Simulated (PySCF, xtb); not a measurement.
Al(H)2(NCO) (CH2AlNO), SMILES O=C=[N][AlH2].

GFN2-xTB (xtb) at its own geometry gives an orbital gap of 5.04 eV and a dipole moment of 1.47 D.

Geometry: B3LYP-D3(BJ)/def2-SVP.

What does PBE0/def2-TZVPD (PySCF) give? (The exact figures need the calculation; the answer reports its results.)

gap 6.59 eV (levels -8.36 and -1.77 eV), dipole 2.21 D.
